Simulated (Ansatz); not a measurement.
C4H2F4 can be A, `F/C=C/C(F)=C(F)F`, or B, `FC(F)=CC=C(F)F`.

Gas-phase electronic energies from Ansatz, PBE0-D4/def2-TZVP geometries. CBS: MP2 limit from def2 TZ/QZ plus the TZ coupled-cluster correction, frozen cores. Functionals use def2-TZVPP. B3LYP here is the variant with VWN-RPA as its local correlation; programs differ in this. Each species was taken in one conformer, which may not be the lowest.

A:

Z-matrix (Å, degrees):
```
C
C 1 1.327
F 1 1.332 2 121.0
H 1 1.083 2 125.8 3 180.0
C 2 1.437 1 122.4 3 -180.0
H 2 1.083 1 119.9 3 0.0
F 5 1.340 2 117.3 1 -0.0
C 5 1.331 2 125.2 1 180.0
F 8 1.307 5 124.5 2 -180.0
F 8 1.312 5 123.3 2 0.0
```

B:

Z-matrix (Å, degrees):
```
C
F 1 1.314
C 1 1.324 2 125.1
F 1 1.312 2 110.3 3 180.0
C 3 1.443 1 123.1 2 0.0
H 3 1.081 1 116.7 2 180.0
C 5 1.324 3 123.1 1 180.0
H 5 1.081 3 120.2 1 -0.0
F 7 1.314 5 125.1 3 -0.0
F 7 1.312 5 124.7 3 180.0
```

Q: Which is lower in electronic energy at CCSD(T)/CBS, and by how much? (Estimate.)

A: The calculation gave: B, by 10.8 kcal/mol.

Q: Give E(B) − E(A) in kcal/mol with CCSD/def2-TZVPP, B3LYP-D4, ωB97M-V, CCSD(T)/def2-TZVPP, PBE-D4, B2PLYP, B3LYP. (Best estimate.)

A: Computed: CCSD/def2-TZVPP -11.4, B3LYP-D4 -10.6, ωB97M-V -11.6, CCSD(T)/def2-TZVPP -11.3, PBE-D4 -11.2, B2PLYP -11.3, B3LYP -10.7. None reverses the order clearly.

Q: Does the order hold for the free energy at 298.15 K (harmonic terms from PBE0-D4)? (An estimate is asked.)

A: The calculation gave: Yes: G(B) − G(A) = -10.3 kcal/mol, for one conformer each.

Largest T1 diagnostic: 0.013.

From BLYP to BHLYP (50 % exact exchange), in def2-TZVPP and without D4, E(B) − E(A) moves by −1.1 kcal/mol. Leaving LDA and LC-ωPBE aside and taking each functional with its dispersion term where it has one, the values, not all of them listed here, spread over 2.5 kcal/mol, from PBE-QIDH to BLYP-D4. LDA lies −1.0 kcal/mol from PBE without D4.
